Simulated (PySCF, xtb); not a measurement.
Ge(NH2)2 (GeH₄N₂), SMILES [NH2][Ge][NH2] (connectivity only; charge and spin as stated), neutral, multiplicity 1. The values are those of a single conformer.

Harmonic wavenumbers (cm⁻¹) from GFN2-xTB (xtb) at its own minimum, in rising order: 239, 289, 334, 340, 404, 548, 603, 603, 670, 1492, 1507, 3443, 3444, 3486, 3490.

**Question.** What does ωB97X-D3(BJ)/def2-TZVP (PySCF) give at its own minimum? (The exact figures need the calculation; the answer reports its results.)

**Answer.** 260, 267, 337, 358, 500, 671, 694, 705, 814, 1568, 1592, 3601, 3604, 3712, 3713. Paired by order, the mean absolute difference is 103 cm⁻¹ and the zero-point energies are 29.9 and 32.0 kcal/mol.
